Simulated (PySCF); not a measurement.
## A thermochemical cycle for SiSn

PBE in PySCF with x2c-SVPall on every atom, spin-free X2C, for the lowest determinant that a PBE0 search found; no spin–orbit coupling. SiSn, a triplet (π ↑↑), has De = 3.03 eV to neutral atoms, and SiSn⁺, a quartet (σ ↑, π ↑↑), has De = 2.99 eV to Si + Sn⁺.

The adiabatic ionisation energy of SiSn, between the minima, is 7.30 eV.

Task: Which ionisation energy of the Sn atom does this level give?

Result: IE(Sn) = IE(molecule) + De(ion) − De(neutral) = 7.30 + 2.99 − 3.03 = 7.26 eV; the measured value is 7.344 eV (NIST ASD).

Spin–orbit coupling is left out, which matters for elements this heavy, above all for dissociation energies. For an ion De counts to the pair picked by the measured ionisation energies or electron affinities, which need not be the lowest pair at this level. States were picked by a PBE0 search and need not be the measured ground states.
